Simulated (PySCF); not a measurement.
How methods differ on the ionisation energy of Rb¹⁹⁺

Rb¹⁹⁺ [Ar] → Rb²⁰⁺ [Ne] 3s2 3p5 [3p1/2^2 3p3/2^3, M_J = 3/2], as a difference of total energies. Calculation: PySCF 2.14, in an even-tempered Gaussian basis (19 s from 2.1 bohr⁻², ratio 2.4; 14 p from 2.7 bohr⁻², ratio 2.4; 5 d from 13 bohr⁻², ratio 2.6; 4 f from 20 bohr⁻², ratio 2.6); the two-component X2C-1e Hamiltonian. Correlated levels: 1s2 frozen; the 56 highest virtual spinors dropped. "Screened" scales the spin-orbit matrix elements by Boettger's factors to mimic the two-electron term; Breit and QED terms are absent.

```
                    method  ionisation energy (eV)
           GHF (spin-free)                  860.81
          GMP2 (spin-free)                  861.62
 GHF (screened spin-orbit)                  856.65
GMP2 (screened spin-orbit)                  857.45
```

Question: How much does correlation contribute at GMP2 (screened spin-orbit)?

Answer: 857.45 − (856.65) = 0.80 eV, measured against GHF (screened spin-orbit).

Breit and QED terms and the two-electron picture change are absent.

The spin-free rows lack the spin-orbit shift.

For comparison: 857 ± 3 eV (semi-empirical (NIST evaluation); NIST Atomic Spectra Database, ionization energies).
